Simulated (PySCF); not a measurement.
Electron correlation in Br²⁺ (bromine, charge +2)

[Ar] 3d10 4s2 4p3, high-spin 4S determinant. Computed with PySCF 2.14 in def2-SVP (5s4p3d, 32 functions), with no relativity, point nucleus. Frozen: [Ar] 3d10; 5 electrons correlated.

MP2 pair energies summed by pair of shells (mhartree):

| pair | energy | share (%) |
| --- | --- | --- |
| 4s-4p | -40.73 | 65.7 |
| 4p-4p | -14.87 | 24.0 |
| 4s-4s | -6.40 | 10.3 |

Total MP2 correlation energy: -62.00 mhartree.

Same-spin part -16.36 and opposite-spin part -45.63 mhartree; SCS-MP2 scales them by 1/3 and 6/5 to -60.21 mhartree.

```tsv
level	correlation energy (mhartree)
CCSD	-77.72
(T)	-0.80
CCSD(T)	-78.52
```

Diagnostics: T1 = 0.00100, D1 = 0.0025, largest double amplitude 0.060.

Q: Is a single reference adequate?

A: Yes, within this model without spin-orbit coupling: T1 lies below 0.03 and no double amplitude reaches 0.07.
